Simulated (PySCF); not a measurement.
Ligands exchanged one at a time, Al H-OH. All species are isolated molecules in the gas phase. One relaxed conformer stands for each flexible species; it need not be the lowest. Strings in code marks are SMILES.

The numbers are results of PBE-D3(BJ)/def2-TZVP // TPSSh-D3(BJ)/def2-TZVP (PySCF), not measurements. All candidates: neutral, multiplicity 1. Excitations are Tamm–Dancoff values on a coarser integration grid. The basis has no diffuse functions, so Rydberg states are missing or too high.

| Item | Result |
|---|---|
| T1 excitation (TDA) | 4.77 eV |
| HOMO–LUMO gap | 5.03 eV |
| HOMO | -6.60 eV |

Task: Identify which member has these values.
A. `[OH][AlH2]`
B. `[OH][Al]([OH])[OH]`
C. `[OH][AlH][OH]` (H–O–Al–O torsion 0°, O–Al–O–H torsion 1°)

Result: A, `[OH][AlH2]`. The others give `[OH][Al]([OH])[OH]`: 5.78 eV, 5.95 eV, -7.28 eV; `[OH][AlH][OH]` (H–O–Al–O torsion 0°, O–Al–O–H torsion 1°): 6.18 eV, 6.38 eV, -7.36 eV
